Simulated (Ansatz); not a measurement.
```yaml
crystal:
  periodic: [false, false, false]
  atoms:
    - {symbol: Ge, position_ang: [0.001552, 0.001224, 0.376648]}
    - {symbol: Br, position_ang: [0.011904, 0.009304, 2.722465]}
    - {symbol: C, position_ang: [1.866230, 0.005506, -0.184143]}
    - {symbol: H, position_ang: [2.382330, 0.892985, 0.210509]}
    - {symbol: H, position_ang: [1.925513, 0.020265, -1.284415]}
    - {symbol: H, position_ang: [2.379961, -0.893636, 0.186554]}
    - {symbol: C, position_ang: [-0.939576, 1.613413, -0.177099]}
    - {symbol: H, position_ang: [-1.969515, 1.607083, 0.208743]}
    - {symbol: H, position_ang: [-0.972755, 1.667533, -1.277213]}
    - {symbol: H, position_ang: [-0.426085, 2.507283, 0.206334]}
    - {symbol: C, position_ang: [-0.929114, -1.620819, -0.165946]}
    - {symbol: H, position_ang: [-1.961888, -1.614851, 0.212297]}
    - {symbol: H, position_ang: [-0.414446, -2.508134, 0.230889]}
    - {symbol: H, position_ang: [-0.954121, -1.687156, -1.265644]}
basis:
  gaussian: {orbitals: STO-3G}
hamiltonian: {xc: {name: wPBEh}}
accuracy: high
scf: {lower_state_search: full}
```

```sh
$ ansatz run in.yaml --threads 4 --pin off --events-out ev --progress --plain --max-ram 4787MiB
```

Shortened log:

```
Functional definition: wPBEh
  name "wPBEh"
  cite "Heyd, Scuseria & Ernzerhof, J. Chem. Phys. 118, 8207 (2003) doi:10.1063/1.1564060"
  cite "Krukau, Vydrov, Izmaylov & Scuseria, J. Chem. Phys. 125, 224106 (2006) doi:10.1063/1.2404663"
  cite "Heyd & Scuseria, J. Chem. Phys. 120, 7274 (2004) doi:10.1063/1.1668634"
  cite "Ernzerhof & Perdew, J. Chem. Phys. 109, 3313 (1998) doi:10.1063/1.476928"
  cite "Perdew, Burke & Ernzerhof, Phys. Rev. Lett. 77, 3865 (1996) doi:10.1103/PhysRevLett.77.3865"
  parent pbe
  parameter a = 0.25
  parameter omega = 0.11/bohr
  exchange = wpbe_x - a*pbe_x_sr(omega) + a*exact_x_sr(omega)
  correlation = pbe_c
1117 factors; integrals over basis functions are off by at most 4.0e-9 eV
101 factors; integrals over basis functions are off by at most 4.5e-10 eV
mean field evaluation 1: about -128352.1177 eV, gradient 2.3e1 eV
mean field evaluation 2: about -128352.0586 eV, gradient 2.3e1 eV
mean field evaluation 4: about -128353.9655 eV, gradient 1.3e0 eV
mean field evaluation 8: about -128353.9701 eV, gradient 9.1e-3 eV
mean field evaluation 16: about -128353.9701 eV, gradient 4.0e-8 eV
mean field -128353.97005322 eV, -4716.9213980103 hartree, gradient 4.0e-8 eV, S^2 0.000000; 0 other end points of the search recorded, 0 dependent functions left out
reference -128353.97005622 eV, -4716.9213981203 hartree; 47, 47 occupied and 13, 13 virtual orbitals, 1117 factors
Total energy: -128353.97005622 eV, -4716.9213981203 hartree
```

Hardware: 4 threads of Intel Xeon on a shared host. Wall time 2.8 s.
